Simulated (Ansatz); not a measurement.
Calculated with Ansatz (gas phase, PBE0-D4/def2-TZVP geometries, no zero-point term in ΔE). CCSD(T)/CBS is the MP2 limit (def2-TZVPP, def2-QZVPP) plus CCSD(T) − MP2 in def2-TZVPP, frozen cores. Functionals use def2-TZVPP. HSE06 is defined as in plane-wave codes. Each species was taken in one conformer, which may not be the lowest.

Consider the isomerisation: `N=CBO` → `OC1BN1`.

```json
{"level": "PBE-D4", "ΔE (eV)": "1.47"}
{"level": "HSE06-D4", "ΔE (eV)": "1.46"}
{"level": "BHLYP-D4", "ΔE (eV)": "1.70"}
{"level": "PBE0", "ΔE (eV)": "1.45"}
{"level": "HSE06", "ΔE (eV)": "1.45"}
{"level": "MP2/def2-SVP", "ΔE (eV)": "1.70"}
{"level": "HF/def2-QZVPP", "ΔE (eV)": "1.89"}
{"level": "SCS-MP2/def2-QZVPP", "ΔE (eV)": "1.71"}
```

Question: What does CCSD(T)/CBS give? (An estimate is asked.)

Answer: Computed: +1.70 eV. The listed levels differ from it by -0.23, -0.24, 0.00, -0.25, -0.25, 0.00, 0.19, 0.01 eV.

Question: What do rigid-rotor, harmonic-oscillator terms from PBE0-D4/def2-TZVP frequencies (298.15 K, 1 bar) make of the CCSD(T)/CBS value? (An estimate is asked.)

Answer: Ansatz gave: ΔZPE = -0.03 eV, ΔH = +1.67 eV, ΔS = -4 J/(mol·K), ΔG = +1.68 eV.

Largest T1 diagnostic among the species: 0.014.

In def2-TZVPP, CCSD(T) changes the Hartree–Fock value by −0.15 eV (the triples alone add +0.00 eV) and MP2 by −0.25 eV. At CCSD(T), def2-SVP lies +0.09 eV from the extrapolated value and def2-TZVPP +0.05 eV.
